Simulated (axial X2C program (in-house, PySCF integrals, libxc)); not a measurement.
**Outer orbitals of TiIn at 2.882 Å, PBE0**

Calculated with an in-house relativistic program for diatomic molecules. Spin-free means the one-electron spin-free X2C Hamiltonian; two-component (2c) means X2C with spin–orbit coupling and atomic mean-field two-electron Coulomb and Gaunt terms, so the difference of the two also holds small scalar two-electron terms. Basis: In dyall-cv3z [11s12p9d4f1g], Ti dyall-cv3z [10s10p6d4f2g] (cores contracted in-house); Gaussian nuclei, density fitting, unrestricted open shells. Masses: In 114.904 u, Ti 47.948 u.

The distance is close to the 2c PBE0 minimum; the highest filled and lowest empty levels are listed.

Spin-free orbitals, state M_S = 3/2, Λ = 2 (beyond evenly filled blocks: π+α, π-α, δ+α) (Löwdin shares):

| symmetry | occupied | ε (eV) | atomic character |
| --- | --- | --- | --- |
| δ-α | yes | -20.77 | 100% In d |
| δ+α | yes | -20.77 | 100% In d |
| δ-β | yes | -20.74 | 100% In d |
| δ+β | yes | -20.74 | 100% In d |
| π-α | yes | -20.62 | 100% In d |
| π-β | yes | -20.62 | 100% In d |
| π+β | yes | -20.62 | 100% In d |
| π+α | yes | -20.62 | 100% In d |
| σβ | yes | -20.62 | 100% In d |
| σα | yes | -20.59 | 100% In d |
| σα | yes | -9.22 | 67% In s, 12% Ti p, 12% Ti s |
| σβ | yes | -9.03 | 70% In s, 12% Ti p, 9% Ti s |
| σα | yes | -4.60 | 52% Ti s, 35% In p, 5% Ti p |
| π+α | yes | -4.60 | 85% Ti d, 12% In p |
| δ+α | yes | -4.46 | 100% Ti d |
| π-α | yes | -4.36 | 79% Ti d, 16% In p, 2% Ti p |
| σβ | yes | -4.07 | 59% In p, 33% Ti s, 3% In s |
| π+α | no | -1.86 | 49% In p, 34% Ti p, 15% Ti d |
| π-α | no | -1.79 | 46% In p, 32% Ti p, 20% Ti d |
| π-β | no | -1.79 | 69% In p, 17% Ti p, 11% Ti d |
| π+β | no | -1.79 | 69% In p, 17% Ti p, 11% Ti d |

Spinors with spin–orbit coupling (state Ω = 1/2):

| ω | occupied | ε (eV) | atomic character | λ mixture |
| --- | --- | --- | --- | --- |
| 3/2 | yes | -21.24 | 100% In d | 85% δ, 15% π |
| -3/2 | yes | -21.20 | 100% In d | 84% δ, 16% π |
| 1/2 | yes | -21.11 | 100% In d | 60% π, 40% σ |
| -1/2 | yes | -21.10 | 100% In d | 62% π, 38% σ |
| -5/2 | yes | -20.43 | 100% In d | 100% δ |
| 5/2 | yes | -20.39 | 100% In d | 100% δ |
| 3/2 | yes | -20.30 | 100% In d | 85% π, 15% δ |
| -3/2 | yes | -20.30 | 100% In d | 84% π, 16% δ |
| 1/2 | yes | -20.27 | 100% In d | 60% σ, 40% π |
| -1/2 | yes | -20.26 | 100% In d | 62% σ, 38% π |
| -1/2 | yes | -9.21 | 67% In s, 12% Ti p, 12% Ti s | 100% σ |
| 1/2 | yes | -9.01 | 70% In s, 12% Ti p, 9% Ti s | 100% σ |
| -1/2 | yes | -4.60 | 52% Ti s, 35% In p, 5% Ti p | 100% σ |
| 1/2 | yes | -4.55 | 81% Ti d, 15% In p, 2% Ti p | 100% π |
| 3/2 | yes | -4.45 | 100% Ti d | 100% δ |
| -3/2 | yes | -4.40 | 83% Ti d, 13% In p | 100% π |
| 1/2 | yes | -4.07 | 59% In p, 32% Ti s, 3% Ti d | 98% σ, 2% π |
| -1/2 | no | -1.90 | 62% In p, 18% Ti p, 12% Ti d | 75% π, 25% σ |
| 1/2 | no | -1.89 | 47% In p, 31% Ti p, 17% Ti d | 97% π, 3% σ |
| -3/2 | no | -1.75 | 47% In p, 34% Ti p, 16% Ti d | 100% π |
| 3/2 | no | -1.70 | 68% In p, 18% Ti p, 11% Ti d | 100% π |

Q: How does the gap between the highest filled and lowest empty level change from the spin-free to the 2c table?

A: From 2.21 to 2.17 eV at PBE0, a change of -0.04 eV.

Mulliken charges and populations of the two-component result (they depend on the basis, above all on diffuse functions):

In 0.04 e (s 9.87 p 19.08 d 20.02), Ti -0.04 e (s 7.18 p 12.12 d 2.73 f 0.01). ⟨Lz⟩ = 2.01 ħ and ⟨Sz⟩ = -1.51 ħ (0.00 and -1.51 on the two atoms), which add up to Ω.

The state is a single determinant with fixed occupations, the lowest that a limited PBE0 search found. Density functionals use the spin component along the axis (collinear). PBE0 can misorder states that lie within some tenths of an eV, so this need not be the ground state of the molecule. The nearest other spin-free determinant of the search, M_S = 5/2, Λ = 2, lies 0.22 eV up at the distance of the search. Without a current term, density functionals place determinants with orbital angular momentum somewhat too high. With several unpaired electrons one determinant need not be a pure state. The determinant is spin-polarised beyond a pure state at some levels (its spin-free form has ⟨S²⟩ too high), which makes Re and μ there less reliable.
